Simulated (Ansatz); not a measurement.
`P[PH][GaH2]` + `N=C=O` → `O=C=NP` + `[PH2][GaH2]` at 400 K and 1 bar (cleavage of the P–P bond).

Calculated with Ansatz (gas phase, PBE0-D4/def2-TZVP geometries, no zero-point term in ΔE). CCSD(T)/CBS is the MP2 limit (def2-TZVPP, def2-QZVPP) plus CCSD(T) − MP2 in def2-TZVPP, frozen cores. This one scheme is used for every species. For Ga outer-core shells are correlated without core-valence functions, which leaves a few kJ/mol of doubt a bond. Scalar relativity is left out up to krypton. Each species was taken in one conformer, which may not be the lowest.

```json
{"species": "`P[PH][GaH2]`", "CCSD(T)/CBS energy (Eh)": "-2608.80809", "H − E (kJ/mol)": "138.5", "S (J/(mol·K))": "364.2"}
{"species": "`N=C=O`", "CCSD(T)/CBS energy (Eh)": "-168.51995", "H − E (kJ/mol)": "72.4", "S (J/(mol·K))": "252.4"}
{"species": "`O=C=NP`", "CCSD(T)/CBS energy (Eh)": "-510.05485", "H − E (kJ/mol)": "104.8", "S (J/(mol·K))": "320.8"}
{"species": "`[PH2][GaH2]`", "CCSD(T)/CBS energy (Eh)": "-2267.26620", "H − E (kJ/mol)": "102.4", "S (J/(mol·K))": "311.8"}
```

H − E and S are ideal-gas, rigid-rotor, harmonic terms from PBE0-D4/def2-TZVP, for one conformer and one mirror image of each species. 1 Eh = 2625.50 kJ/mol, R = 8.31446 J/(mol·K).

Problem. By hand: ΔE, ΔH, ΔS and ΔG.

Solution. ΔE = (-510.05485) + (-2267.26620) − (-2608.80809) − (-168.51995) = 0.00699 Eh = 18.4 kJ/mol. Δ(H − E) = 104.8 + 102.4 − 138.5 − 72.4 = -3.7, so ΔH = 14.7 kJ/mol. ΔS = 320.8 + 311.8 − 364.2 − 252.4 = 16.0 J/(mol·K). ΔG = 14.7 − 400 × (16.0)/1000 = 8.3 kJ/mol.

Problem. By hand: the equilibrium constant, and the temperature at which ΔG would vanish if ΔH and ΔS stayed fixed.

Solution. log₁₀ K = −ΔG/(RT ln 10) = -1.1. ΔG = 0 at ΔH/ΔS = 919 K, though so small a ΔS makes that figure unsure.

TΔS isn't small against ΔH here. A doubt of 5 kJ/mol in ΔE shifts log₁₀ K by 0.7 here. Other conformers and mirror images would add mixing entropy, several J/(mol·K) or more a flexible species. These are equilibria of isolated gas molecules and say nothing of rates. Largest T1 diagnostic: 0.018 (customary marks: 0.02 for closed shells, 0.045 for open ones).
